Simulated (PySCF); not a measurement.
Species: C4H13B2N.
Structure used (PBE0-D3(BJ)/def2-SVP), in Å, numbered top down from 1:
```xyz
20
C4H13B2N angstrom
B      3.250   -0.283    0.283
N      1.927   -0.036   -0.159
B      0.727   -0.271    0.573
C     -0.716    0.037   -0.004
C     -1.377    1.049    0.944
C     -0.698    0.597   -1.427
C     -1.513   -1.275    0.027
H      3.424   -0.740    1.387
H      4.177   -0.033   -0.452
H      1.821    0.348   -1.095
H      0.841   -0.728    1.690
H     -0.843    2.013    0.954
H     -1.409    0.673    1.979
H     -2.416    1.251    0.629
H     -1.721    0.794   -1.789
H     -0.147    1.551   -1.486
H     -0.236   -0.107   -2.139
H     -1.075   -2.038   -0.638
H     -1.552   -1.701    1.042
H     -2.552   -1.105   -0.305
```

All values: PBE0/pcSseg-1 (PySCF, non-relativistic), on one gas-phase PBE0-D3(BJ)/def2-SVP geometry that isn't relaxed in the solvent. The solvent is an IEF-PCM continuum (Bondi radii, 1.10 Å for H, scaled by 1.2). The model holds no explicit solvent molecules, cavitation or dispersion.

```
run  E − E(gas) (kJ/mol)  HOMO (eV)  HOMO–LUMO gap (eV)  dipole (D)
gas                 0.00      -8.10                7.08        1.47
  P                -5.65      -7.98                7.00        1.79
  Q                -6.87      -7.97                6.98        1.87
```

The runs were made in chloroform and dichloromethane. Which run belongs to which solvent?

P = chloroform, Q = dichloromethane. The dielectric constants are 4.711 (chloroform), 8.93 (dichloromethane), and the energy falls further as ε rises. In this model the ground state sees the solvent through ε alone.

How constant is the ratio of the lowering to (ε − 1)/(2ε + 1)?

```json
{"solvent": "chloroform", "(ε − 1)/(2ε + 1)": "0.356", "E − E(gas) (kJ/mol)": "-5.65", "ratio (kJ/mol)": "-15.9", "polarisation term (kJ/mol)": "-6.26"}
{"solvent": "dichloromethane", "(ε − 1)/(2ε + 1)": "0.420", "E − E(gas) (kJ/mol)": "-6.87", "ratio (kJ/mol)": "-16.3", "polarisation term (kJ/mol)": "-7.80"}
```

The ratio changes by +2.9 % in size from chloroform to dichloromethane. The polarisation term is half the interaction of the solute with the induced surface charges.
